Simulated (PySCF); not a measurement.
Match each property card to its molecule.

Structures:
1. `C1C[C@@H](OC(C)C)BCC1`
2. `Br[C@]12C[C@H]1C2`
3. `C1#C[Si]1` [singlet]

Card P (geometry PBE0-D3(BJ)/def2-SVP):
* Rotational constants A, B, C: 52.150, 13.026, 10.423 GHz
* Static isotropic polarisability (B3LYP/def2-SVPD): 44.1 au
* Isotropic shieldings of nuclei other than C and H, by class (GIAO HF/pcSseg-2): -260 (1 Si) ppm
* HOMO energy (B3LYP/def2-SVPD): -7.38 eV
* Dipole moment (B3LYP/def2-SVPD): 2.42 D
* Point group: C2v
* Vertical ionisation energy (ΔSCF B3LYP/def2-SVPD): 9.93 eV

Card Q (geometry PBE0-D3(BJ)/def2-SVP):
- Rotational constants A, B, C: 8.898, 2.025, 1.814 GHz
- Static isotropic polarisability (B3LYP/def2-SVPD): 66.2 au
- Strongest line among the 10 lowest singlet transitions (TDDFT B3LYP/def2-SVPD): S9 at 7.57 eV (164 nm, f = 0.098)
- Point group: Cs
- Largest of the computed one-bond spin–spin couplings (means over like bonds) (B3LYP/pcJ-1 (pcSseg-1 on Br), spin–dipole term left out): 13C–1H +222.7, 13C–1H +179.2 (×2), 13C–1H +163.9 (×2), 13C–13C +25.8 (×2), 13C–13C +23.2 (×2), 13C–13C -15.0 Hz
- Core binding energies (ΔSCF SCAN, pcX-2 on the ionised atom, pcseg-1 elsewhere, spin-free X2C): C1s 291.0, C1s 291.3 (×2), C1s 291.8 eV

Card R (geometry PBE0-D3(BJ)/def2-SVP):
- Rotational constants A, B, C: 2.814, 0.666, 0.613 GHz
- 13C chemical shifts (computed TMS as zero) by class (GIAO B97-2/pcSseg-1): 76.1 (1 C), 67.9 (1 C), 33.9 (1 C), 28.2 (1 C), 27.5 (1 C), 26.5 (1 C), 25.1 (1 C), 18.9 (1 C) ppm
- HOMO energy (B97-2/pcSseg-1): -6.43 eV
- Isotropic shieldings of nuclei other than C and H, by class (GIAO B97-2/pcSseg-1): 18 (1 B), 267 (1 O) ppm

Species are written as SMILES; each is one conformer at its optimised geometry, gas phase, non-relativistic unless stated; the electronic structure was computed with PySCF and density fitting. NMR classes are plain means over equivalent atoms (diastereotopic ones count apart unless rotation or inversion swaps them), as if these changed places fast.

Problem. Which card belongs to which structure?

Solution. P = 3, Q = 2, R = 1. What ties each card to its structure:
- 1 (card R), C8H17BO, monoisotopic mass 140.1 u, 10 heavy atoms: 8 C in 8 classes; the least shielded carbon (76.1 ppm) is an sp3 carbon bound to oxygen; an asymmetric top with C = 0.613 GHz, the lowest such constant on the cards.
- 2 (card Q), C4H5Br, monoisotopic mass 132.0 u, 5 heavy atoms: core lines of C; point group Cs; an asymmetric top with C = 1.814 GHz; polarisability 66.2 au for 64 electrons.
- 3 (card P), C2Si, monoisotopic mass 52.0 u, 3 heavy atoms: point group C2v; an asymmetric top with C = 10.423 GHz, the highest such constant on the cards; polarisability 44.1 au for 26 electrons; dipole 2.42 D.
